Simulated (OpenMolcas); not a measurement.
# Se2+: effect of the active space

```
Program             : OpenMolcas 26.06
Method              : CASSCF
Basis               : ANO-RCC-MB
Scalar Hamiltonian  : DKH2, point nucleus
Spin-orbit coupling : state interaction with AMFI integrals over the reference wave functions, term energies averaged over their components
```

A. 2 electrons in 3 orbitals (4p); 2S+1 = 3 even, 3 roots; 2S+1 = 1 even, 6 roots; cost about 2.1 core-seconds
B. 4 electrons in 4 orbitals (4s 4p); 2S+1 = 3 even, 6 roots; 2S+1 = 1 even, 11 roots; 2S+1 = 5 odd, 1 root; 2S+1 = 3 odd, 9 roots; 2S+1 = 1 odd, 8 roots; cost about 12 core-seconds

Energies in cm-1 above 4s2 4p2 3P0, the measured ground level; measured values from Moore, Atomic Energy Levels, vol. II, NSRDS-NBS 35 (1971 reprint of NBS Circular 467, 1952).

| Level | A | B | Measured |
| --- | --- | --- | --- |
| 4s2 4p2 3P0 | 0.0 | 0.0 | 0.0 |
| 4s2 4p2 3P1 | 1019 | 1039 | 1741 |
| 4s2 4p2 3P2 | 2534 | 2522 | 3937 |
| 4s2 4p2 1D2 | 12610 | 12602 | 13032 |
| 4s2 4p2 1S0 | 28602 | 23371 |  |

Deviations, from unrounded energies. A percentage is the sum of absolute deviations over the sum of measured energies, with the sign that they share, or ± where signs differ.

```csv
Against measurement,Levels,A,B
mean absolute deviation (cm-1),3,850,850
fine structure of the ground term (%),2,-37.4,-37.3
other terms of the ground configuration (%),1,-3.2,-3.3
```

A, B lie about equally close to measurement. The largest miss of B in the table is 4s2 4p2 3P2, by -1400 cm-1. The ranking rests on the paired levels alone, and a cruder setting can come out closer through cancelling errors.

Between A and B the level of the table that moves most is 4s2 4p2 1S0, by 5200 cm-1 (lowest in B, highest in A).

With the s shell closed, the reference lacks s² → p² mixing (holds for A). Computed and measured levels are paired by configuration, term and J; levels that our copy of the source lacks, or whose pairing is in doubt (as where it misses far off the trend of its configuration), stay unpaired and out of the deviations. Only configurations of the active space appear. Levels that lie high or do not pair safely by name in every column are left out.
